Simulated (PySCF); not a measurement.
How methods differ on the excitation energy of C

C [He] 2s2 2p2 (3P) → C [He] 2s1 2p2 3s1 (5P), as a difference of total energies. Computed with PySCF 2.14 in x2c-TZVPPall with one added diffuse shell each of s, p, d type (6s4p3d1f, 40 functions), with scalar relativity by spin-free X2C-1e. Correlated levels: valence: 1s2 frozen; valence and next inner shell: nothing frozen. The calculations carry no spin-orbit coupling.

| method | excitation energy (eV) |
| --- | --- |
| UHF | 10.984 |
| LDA | 12.728 |
| PBE | 12.612 |
| PBE0 | 12.555 |
| r2SCAN | 12.368 |
| BHandHLYP | 13.090 |
| revPBE | 12.652 |
| TPSS | 12.927 |
| wB97M-V | 12.953 |
| MP2 (valence) | 12.382 |
| SCS-MP2 (valence) | 12.721 |
| MP2 (valence and next inner shell) | 12.389 |
| SCS-MP2 (valence and next inner shell) | 12.727 |

How much does correlation contribute at MP2 (valence and next inner shell)?

12.389 − (10.984) = 1.405 eV, measured against UHF.

The upper state lies above the first ionisation limit, but in LS coupling its spin forbids autoionisation to the ground ion. A Rydberg-like electron needs more diffuse functions than a valence basis has.

The promoted electron is Rydberg-like, and one or two diffuse shells describe it only roughly, which tends to raise the upper state.
